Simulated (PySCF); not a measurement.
**Dipole response of Cr³⁺ (chromium, charge +3)**

[Ar] 3d3, high-spin 4F determinant. Computed with PySCF 2.14 in aug-cc-pwCVTZ-DK, with scalar relativity by spin-free X2C-1e. Coupled (time-dependent) response in atomic units; α is the mean over directions.

| method | mean α (bohr³) | C₆ (like pair) | S(−4) |
| --- | --- | --- | --- |
| PBE0 | 2.123 | 5.384 | 1.610 |

S(−4) is the Cauchy moment in α(ω) = α(0) + S(−4) ω² + …

α(iu) at PBE0:

```json
{"u (hartree)": "0", "α(iu) (bohr³)": "2.123"}
{"u (hartree)": "0.0500", "α(iu) (bohr³)": "2.119"}
{"u (hartree)": "0.100", "α(iu) (bohr³)": "2.107"}
{"u (hartree)": "0.200", "α(iu) (bohr³)": "2.063"}
{"u (hartree)": "0.300", "α(iu) (bohr³)": "1.997"}
{"u (hartree)": "0.500", "α(iu) (bohr³)": "1.831"}
{"u (hartree)": "0.750", "α(iu) (bohr³)": "1.617"}
{"u (hartree)": "1.00", "α(iu) (bohr³)": "1.423"}
{"u (hartree)": "1.50", "α(iu) (bohr³)": "1.105"}
{"u (hartree)": "2.00", "α(iu) (bohr³)": "0.8670"}
{"u (hartree)": "3.00", "α(iu) (bohr³)": "0.5595"}
{"u (hartree)": "5.00", "α(iu) (bohr³)": "0.2812"}
```

A single London oscillator, α(iu) = α/(1 + u²/ω²), gives C₆ = (3/4) ω α². Matching the computed C₆ needs ω = 4 × 5.384 / (3 × 2.123²) = 1.59 hartree.

For an ion, C₆ is the dispersion term alone; charge-induced terms of lower order in 1/R come first.
